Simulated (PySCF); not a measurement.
# SnH₂ + SnCl₂ → 2 SnHCl

Level: PBE0 in the def2-TZVP basis family, computed in PySCF with density fitting; scalar-relativistic core potentials for atoms from Rb on, none lighter, no spin–orbit coupling; open shells unrestricted.

```csv
species,state and structure,ZPE (kJ/mol),H(298 K) − H(0) (kJ/mol),S° (J/(mol K))
SnH₂,"singlet, C2v, Sn–H 1.773 Å (×2); H–Sn–H 90.6°",25.5,10.1,229.6
SnCl₂,"singlet, C2v, Sn–Cl 2.363 Å (×2); Cl–Sn–Cl 98.6°",4.9,13.6,305.7
SnHCl,"singlet, Cs, Sn–Cl 2.370 Å, Sn–H 1.779 Å; Cl–Sn–H 93.3°",15.9,11.3,273.8
```

Q: Is the gas-phase reaction uphill or downhill in electronic energy at this level, and by how much?

A: At PBE0/def2-TZVP, ΔE = 12.8 kJ/mol, uphill. The bond energies do not simply add up: the mixed species is disfavoured.

Q: Add zero-point, thermal and entropy terms for 298.15 K and 1 bar.

A: ΔZPE = 1.4 and Δ[H(298) − H(0)] = -1.1 kJ/mol give ΔH° = 13.1 kJ/mol. ΔS° = 12.3 J/(mol K), so ΔG° = 13.1 − 298.15 × (0.0123) = 9 kJ/mol and log₁₀K = -1.7.

The structures come from searches over a few start shapes, so lower isomers are not excluded.
